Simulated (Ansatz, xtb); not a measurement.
**Two isomers of C3H7ClOSi**

Structure I: `[SiH3][C@@H]1OC[C@@H]1Cl`, a singlet. Structure II: `[SiH3]C1(Cl)COC1`, a singlet. Both are isolated molecules in the gas phase, relaxed with PBE0-D3(BJ)/def2-SVP.

Quicker runs give these differences E(II) − E(I): GFN2-xTB +0.010 eV; HF/STO-3G −0.061 eV (at GFN2-xTB geometries); r2SCAN-D4/def2-SVP −0.047 eV (at GFN2-xTB geometries).

Task: Estimate E(II) − E(I) at the level CCSD(T)/def2-SVP + ΔMP2/def2-TZVPP.

Result: Calculated at CCSD(T)/def2-SVP + ΔMP2/def2-TZVPP: E(II) − E(I) = −0.073 eV, so structure II lies lower.

The same difference at several levels:

```
                             level              geometry  E(II) − E(I) (eV)  departure from the last row (eV)  job, with rough time for the two
                          GFN2-xTB              GFN2-xTB              +0.010                            +0.083              optimisation, 0.65 s
                         HF/STO-3G              GFN2-xTB              −0.061                            +0.012               single point, 2.6 s
                r2SCAN-D4/def2-SVP              GFN2-xTB              −0.047                            +0.026               single point, 9.9 s
              PBE0-D3(BJ)/def2-SVP  PBE0-D3(BJ)/def2-SVP              −0.031                            +0.042             optimisation, 2.1 min
                       HF/def2-SVP  PBE0-D3(BJ)/def2-SVP              −0.050                            +0.023           part of the CCSD(T) run
                      MP2/def2-SVP  PBE0-D3(BJ)/def2-SVP              −0.067                            +0.006           part of the CCSD(T) run
                  CCSD(T)/def2-SVP  PBE0-D3(BJ)/def2-SVP              −0.051                            +0.022                      single point
CCSD(T)/def2-SVP + ΔMP2/def2-TZVPP  PBE0-D3(BJ)/def2-SVP              −0.073                                               single point, 2.1 min
```

As drawn, both hold the same kinds of bond in the same numbers.

GFN2-xTB finds them nearly level. The largest departure from CCSD(T)/def2-SVP + ΔMP2/def2-TZVPP is that of GFN2-xTB, 0.083 eV. The last row adds to CCSD(T) the change of the MP2 difference between the two basis sets, here −0.022 eV.

With thermal terms from frequencies at re-optimised GFN2-xTB minima (ideal gas, soft modes damped towards free rotors, one conformer each, 298.15 K, 1 atm): on the last row, ΔE + ΔZPE = −0.081, ΔH = −0.075, ΔG = −0.087 eV.

The correlated steps freeze 14 core orbitals. Mirror images aren't counted in ΔG. Run with Ansatz 0.2.0, xtb 6.7.1; the last row on 2 threads of Intel(R) Xeon(R) Processor @ 2.50GHz (Skylake/Cascade Lake) on a shared host.
